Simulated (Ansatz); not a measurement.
`[Cl][AlH][GeH3]` + NH₃ → `[NH2][AlH][Cl]` + GeH₄  (cleavage of the Al–Ge bond)

Gas-phase electronic energies from Ansatz, PBE0-D4/def2-TZVP geometries. CCSD(T)/CBS adds triple-zeta CCSD(T) − MP2 to the extrapolated MP2 energy (def2 sets, frozen cores). This one scheme is used for every species. Functionals use def2-TZVPP. HSE06 is defined as in plane-wave codes. For Ge outer-core shells are correlated without core-valence functions, which leaves a few kJ/mol of doubt a bond. Scalar relativity is left out up to krypton. One conformer a species, not always the lowest.

| level | ΔE (eV) |
| --- | --- |
| HSE06-D4 | -0.62 |
| PBE-QIDH | -0.72 |
| RPA@PBE/def2-TZVPP | -0.73 |
| CCSD/def2-TZVPP | -0.75 |

(1) What does CCSD(T)/CBS give? (Estimate.)

Largest T1 diagnostic among the species: 0.012.

Answers

(1) The calculation gave: -0.72 eV. The listed levels differ from it by 0.10, 0.00, -0.01, -0.03 eV.

Leaving LDA and LC-ωPBE aside and taking each functional with its dispersion term where it has one, the values, not all of them listed here, spread over 0.22 eV, from CAM-B3LYP-D4 to PBE-D4. LDA lies −0.07 eV from PBE without D4. From BLYP to BHLYP (50 % exact exchange), in def2-TZVPP and without D4, ΔE moves by −0.08 eV. At CCSD(T), def2-SVP lies −0.09 eV from the extrapolated value and def2-TZVPP −0.02 eV.
